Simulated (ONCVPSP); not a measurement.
# Building the ONCV potential for Sn (Z = 50) (revPBE, scalar-relativistic).

```json
{
  "Element": "tin (Sn)",
  "Generator": "ONCVPSP 4.0.1",
  "Type": "optimised norm-conserving Vanderbilt (ONCV)",
  "Functional": "revPBE",
  "Relativity": "scalar-relativistic",
  "Frozen core": "[Kr] 4d10",
  "Valence charge": "4",
  "Reference configuration": "5s2 5p1 (charge +1)",
  "Partial waves": "5s: rc 2.70 bohr, ncon 4, nbas 7, qcut 3.2 1/bohr, local; 5p: rc 2.88 bohr, ncon 4, nbas 7, qcut 3.6 1/bohr, 3 projectors, debl 0.7 Ha; d scattering state at 0.14 Ha: rc 2.76 bohr, ncon 3, nbas 7, qcut 5.4 1/bohr, 2 projectors, debl 0.9 Ha",
  "Local potential": "the s channel",
  "Core correction": "polynomial model core, fcfact 0.25"
}
```

- Cutoffs needed: 4.6 Ha and 13 Ha (the cutoffs (Ha) at which the residual kinetic energy of the hardest occupied pseudo-wave falls to 1 and 0.1 mHa per electron) The cutoffs count occupied waves only; projector 2 of the d channel, the hardest unoccupied one, needs 12 Ha at the loose tolerance.
- Ghost test: no bound ghost flagged but for a GHOST(-) flag that falls on a real empty level of the atom; no localised positive-energy state flagged
- Largest excitation error: -283 meV (all-electron minus pseudo) for 5s1 5p0, out of 4 test configurations
- rms error of d²Exc/dni dnj: 6.81 mHa without and 0.87 mHa with the model core
